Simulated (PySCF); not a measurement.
CdS, SMILES [S]=[Cd].

Geometry: B3LYP-D3(BJ)/def2-TZVPD. The def2 effective core potentials stand for the cores of Cd; spin–orbit coupling is left out.

These are PySCF 2.14.0 with TDA-ωB97X/def2-TZVPD values and carry that method's errors.

Vertical excitations; the highest root listed may be one member of a degenerate set. The molecule is in vacuum. State labels are in the subgroup C2v.

```tsv
state	symmetry	energy (eV)	λ (nm)	f	main pairs
S1	B2	0.87	1419	0.003	HOMO→LUMO (degenerate set)
S2	B1	0.87	1419	0.003	HOMO−1→LUMO (degenerate set)
S3	A1	3.73	332	0.167	HOMO−2→LUMO 68 %, HOMO→LUMO+2 15 %, HOMO−1→LUMO+1 15 %
S4	A2	4.64	267	0.000	HOMO→LUMO+1 49 %, HOMO−1→LUMO+2 49 %
S5	A2	4.71	263	0.000	HOMO−1→LUMO+2, HOMO→LUMO+1 (degenerate set)
S6	A1	4.71	263	0.000	HOMO−1→LUMO+1, HOMO→LUMO+2 (degenerate set)
S7	B2	6.57	189	0.002	HOMO→LUMO+3, HOMO−2→LUMO+2, HOMO→LUMO+6 (degenerate set)
S8	B1	6.57	189	0.002	HOMO−1→LUMO+3, HOMO−2→LUMO+1, HOMO−1→LUMO+6 (degenerate set)
S9	A1	6.57	189	1.172	HOMO−1→LUMO+1 28 %, HOMO→LUMO+2 28 %, HOMO−2→LUMO 19 %, HOMO−3→LUMO 6 %
S10	B1	6.89	180	0.373	HOMO−2→LUMO+1 71 %, HOMO−1→LUMO+3 21 %
T1	B2	0.35	3567	0	HOMO→LUMO (degenerate set)
T2	B1	0.35	3567	0	HOMO−1→LUMO (degenerate set)
T3	A1	2.00	619	0	HOMO−2→LUMO 97 %
T4	A1	4.45	278	0	HOMO→LUMO+2 48 %, HOMO−1→LUMO+1 48 %
```
Triplets are in the Tamm–Dancoff approximation.
